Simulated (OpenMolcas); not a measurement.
## Cu5+: from CASSCF to CASPT2

* Program: OpenMolcas
* Basis: ANO-L-VTZP [6s5p3d2f1g]
* Scalar Hamiltonian: non-relativistic, point nucleus
* Active space: 6 electrons in 5 orbitals (3d)
* State averaging: 2S+1 = 5 even, 5 roots; 2S+1 = 3 even, 45 roots; 2S+1 = 1 even, 50 roots
* Spin-orbit coupling: RASSI with atomic mean-field integrals over the reference wave functions, term energies averaged over their components

Methods on the same reference wave functions:
A. CASSCF
B. SS-CASPT2, IPEA 0.25 Eh, imaginary shift 0.1 Eh (closed shells correlated: 3s 3p)
C. MS-CASPT2, IPEA 0.25 Eh, imaginary shift 0.1 Eh (closed shells correlated: 3s 3p)

Energies in cm⁻¹ above 3d⁶ ⁵D₄, the measured ground level; measured values from Sugar and Musgrove, J. Phys. Chem. Ref. Data 19, 527 (1990).

| Level | A | B | C | Measured |
| --- | --- | --- | --- | --- |
| 3d⁶ ⁵D₄ | 0.0 | 0.0 | 0.0 | 0.0 |
| 3d⁶ ⁵D₃ | 1167 | 1174 | 1174 | 1196 |
| 3d⁶ ⁵D₂ | 1961 | 1956 | 1957 | 1987 |
| 3d⁶ ⁵D₁ | 2467 | 2450 | 2450 | 2490 |
| 3d⁶ ⁵D₀ | 2715 | 2700 | 2700 | 2733 |
| 3d⁶ ³H₆ | 32675 | 31270 | 31270 | 30418 |
| 3d⁶ ³H₅ | 33222 | 31760 | 31760 | 31009 |
| 3d⁶ ³H₄ | 33573 | 31960 | 31960 | 31288 |
| 3d⁶ ³P₂(1) | 35402 | 29490 | 29490 | 29285 |
| 3d⁶ ³F₄(1) | 37252 | 33390 | 33380 | 32756 |
| 3d⁶ ³F₃(1) | 37924 | 33880 | 33870 | 33296 |
| 3d⁶ ³F₂(1) | 38449 | 34310 | 34320 | 33740 |
| 3d⁶ ³P₁(1) | 38801 | 32910 | 32900 | 32685 |
| 3d⁶ ³P₀(1) | 40046 | 34160 | 34140 | 33868 |
| 3d⁶ ³G₅ | 41288 | 38260 | 38260 | 37378 |
| 3d⁶ ³G₄ | 42442 | 39310 | 39310 | 38469 |
| 3d⁶ ³G₃ | 42843 | 39690 | 39690 | 38907 |
| 3d⁶ ¹I₆ | 49461 | 47700 | 47700 | 46406 |
| 3d⁶ ¹G₄(1) | 52449 | 49020 | 49020 | 47612 |
| 3d⁶ ³D₂ | 53248 | 47610 | 47610 | 46714 |
| 3d⁶ ³D₁ | 53250 | 47670 | 47670 | 46848 |
| 3d⁶ ³D₃ | 53594 | 48010 | 48010 | 47119 |
| 3d⁶ ¹S₀(1) | 60791 | 54800 | 54770 | 53787 |
| 3d⁶ ¹D₂(1) | 64766 | 56270 | 56260 | 54747 |

Deviations, from unrounded energies. A percentage is the sum of absolute deviations over the sum of measured energies, with the sign that they share, or ± where signs differ.

```json
{"Against measurement": "mean absolute deviation (cm-1)", "Levels": "23", "A": "4100", "B": "660", "C": "660"}
{"Against measurement": "fine structure of the ground term (%)", "Levels": "4", "A": "-1.1", "B": "-1.5", "C": "-1.5"}
{"Against measurement": "other terms of the ground configuration (%)", "Levels": "19", "A": "+12.7", "B": "+2.0", "C": "+2.0"}
```

B, C lie about equally close to measurement and A furthest from it. The largest miss of C in the table is 3d⁶ ¹D₂(1), by +1500 cm-1. The ranking rests on the paired levels alone, and a cruder setting can come out closer through cancelling errors.

Between B and C the level of the table that moves most is 3d⁶ ¹S₀(1), by 37 cm-1 (lowest in C, highest in B). Moves below CASPT2's spread within the term are not significant.

The two smallest mean deviations differ by little beside CASPT2's spread within terms, so their order carries little weight.

From A to B the spin-free energies of the other terms of 3d⁶ shown, above ⁵D, scale by factors of 0.83 to 0.96, as is usual when dynamic correlation screens the repulsion within a d or f shell.

The lowest spin-free term lies below A's lowest term by 0.416 hartree in B, 0.416 hartree in C.

CASPT2 breaks the degeneracy within a term, and the mean is taken; among the terms shown or strongly mixed into the levels shown the widest spread is 1100 cm-1 (3d⁶ ¹I, C). Without dynamic correlation excited terms often stand tens of per cent too high (terms of higher spin than the ground term too low), and those without a measured partner can miss by more than the paired ones (holds for A). Some levels mix across a computed gap that differs much from the measured one, so their mixing is not that of the real levels (holds for A). The CASPT2 spread within a term exceeds the gap to the next term for 3d⁶ ¹I and 3d⁶ ³D, so the order of their levels is uncertain (holds for C). Measured partners are found by configuration, term and J. A level has none where our copy of the source lacks it or the pairing is in doubt (some pairs that miss far off the trend of their configuration count as doubtful), and it then counts in no deviation. Only configurations of the active space appear. The table leaves out levels that lie high or whose names do not pair safely across all columns.

A number in round brackets counts repeated terms of one configuration in the order of the reference energies.
